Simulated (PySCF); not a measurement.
Spinor energies of B⁺ (boron, charge +1)

Start: [He] 2p2; 2p3/2 filled at m_j = +1/2, +3/2. Calculated with PySCF 2.14 in x2c-TZVPall-2c with one added diffuse shell each of s, p, d type (6s4p3d1f, 40 functions): generalised Hartree-Fock with the X2C-1e Hamiltonian and a Gaussian nucleus; one run each with spin-orbit coupling (SO) switched off, then screened by Boettger's factors. This is a chosen level, not necessarily the ground level.

| spinor shell | electrons | ε, spin-free (eV) | ε, screened SO (eV) | weight of nominal j (screened SO) | rms radius, screened SO (bohr) |
| --- | --- | --- | --- | --- | --- |
| 1s1/2 | 2 | -222.32 | -222.32 | 1.000 | 0.380 |
| 2p3/2 | 2 | -18.993 | -18.993 | 0.833 | 2.02 |

| quantity | spin-free | screened SO |
| --- | --- | --- |
| E (hartree) | -23.84102 | -23.84098 |
| M_J | 2 | 2 |
| ⟨J²⟩ | 6.000 | 6.000 |
| ⟨L²⟩ | 2.000 | 2.000 |
| ⟨S²⟩ | 2.000 | 2.000 |

Each row is a mean over spinors that exchange with the open shell spreads, by up to 0.931 eV (1s1/2).

Rows whose weight is well below 1 are mixtures of j = l ± 1/2: exchange outweighs spin-orbit coupling there, and the label is only the starting occupation.

Without spin-orbit coupling the j labels of p, d and f shells carry no meaning; the spin-free column gives the mean over the occupied spinors of each nl shell.
